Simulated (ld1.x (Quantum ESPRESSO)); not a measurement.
## Building the ultrasoft potential for Tm (LDA (PZ), scalar-relativistic).

ld1.x (Quantum ESPRESSO) 7.5 input, shortened:

```
&input
   title='Tm', zed=69., rel=1, dft='PZ', iswitch=3,
   config='[Xe] 4f12 5d1 6s2 6p0'
 /
 &inputp
   pseudotype=3, tm=.true., lloc=-2, rcloc=2.30,
   nlcc=.true., rcore=0.70
 /
8
6S  1  0   2.00   0.00  2.95  3.40  0.0
6S  1  0   0.00   0.25  2.95  3.40  0.0
5P  2  1   6.00   0.00  1.90  2.25  0.0
6P  3  1   0.00   0.00  1.90  2.25  0.0
5D  3  2   1.00   0.00  1.80  2.50  0.0
5D  3  2   0.00   3.70  1.80  2.50  0.0
4F  4  3  12.00   0.00  0.85  1.05  0.0
4F  4  3   0.00   1.60  0.85  1.05  0.0
 &test
   configts(1)='4f12 5p6 5d1 6s2 6p0'
 /
```

All-electron outer shells of the reference configuration (LDA (PZ), scalar-relativistic, ld1.x):

```
shell  level (eV)  outermost node (bohr)  outermost maximum (bohr)
   4d     -178.80                   0.24                      0.50
   5s      -57.79                   0.59                      1.08
   5p      -30.50                   0.63                      1.24
   4f       -9.76                      –                      0.49
   6s       -4.64                   1.46                      3.09
   5d       -2.14                   0.71                      1.87
   6p       -1.39                   1.78                      4.39
```

(1) Is the overlap operator S = 1 + Σ q|β⟩⟨β| positive definite (Bessel basis up to 400 Ry)?

A Bessel basis up to 400 Ry misses an occupied level by 0.40 Ry, so cutoffs and ghosts were not judged.

Results:

(1) Yes: its lowest eigenvalue is 0.19 (p channel).

Test run stopped at test 1 of 9 (negative rho).
